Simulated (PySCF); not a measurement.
# One elementary step

Start structure (SiNH₅ClF, singlet), relaxed at PBE0-D4/def2-TZVP:

```
9
angstrom
Si -0.5721 -0.8130 -0.2685
Cl 1.2835 -1.5273 0.4201
H -0.9494 -1.7290 -1.3635
H -1.4473 -0.9000 0.9158
N -0.5198 0.7748 -0.8512
H 1.4582 0.4180 1.4599
F 1.1999 1.2730 1.7290
H -0.2994 1.5248 -0.2120
H -0.1809 0.9667 -1.7802
```

The step: SiNH₄Cl ([NH2][SiH2][Cl]) + HF → SiNH₄F ([NH2][SiH2][F]) + HCl; bonds formed: Si1–F7, Cl2–H6; bonds broken: Si1–Cl2, H6–F7. Program: PySCF 2.14 with density fitting (its default auxiliary sets; JK sets also for MP2 and CCSD(T)). Basis: def2-TZVPP and def2-QZVPP. Cores are frozen in the correlated methods. Extrapolation: Hartree–Fock as exp(−7.88 √X), correlation as X^−2.97. Energies below are by CCSD(T) at an estimated basis limit (MP2 extrapolated from triple and quadruple zeta, plus CCSD(T) − MP2 in triple zeta).

Problem. What are the electronic barrier and the energy of the step, from the start structure to the end structure? (To be estimated.)

Solution. The calculation gives: Barrier 123.1 kJ/mol; step energy -35.4 kJ/mol (downhill); reverse barrier, their difference, 158.6 kJ/mol. Barrier and step energy count from the start structure, the reverse barrier from the end structure.

The saddle point: One imaginary mode of 521i cm⁻¹.
```json
{"pair": "Si1–F7", "start (Å)": "3.39", "saddle (Å)": "1.88", "end (Å)": "1.62"}
{"pair": "Cl2–H6", "start (Å)": "2.21", "saddle (Å)": "1.52", "end (Å)": "1.29"}
{"pair": "Si1–Cl2", "start (Å)": "2.10", "saddle (Å)": "2.50", "end (Å)": "3.94"}
{"pair": "H6–F7", "start (Å)": "0.93", "saddle (Å)": "1.16", "end (Å)": "2.01"}
```

Zero-point energy (harmonic, PBE0-D4): ZPE is 149.7 kJ/mol at the start and 142.2 kJ/mol at the saddle, so the barrier goes from 123.1 to 115.7 kJ/mol.

T1 diagnostic: at most 0.012.

Labels in which every atom is bracketed show which atoms are joined, not bond orders.

For scale, one of the runs: CCSD(T)/def2-TZVPP, 216 basis functions, launched by `OMP_NUM_THREADS=4 python run.py`. Hardware: 4 CPU threads of an AMD EPYC 7B13, shared host. Wall time 5.7 min; peak host memory 3.4 GiB.
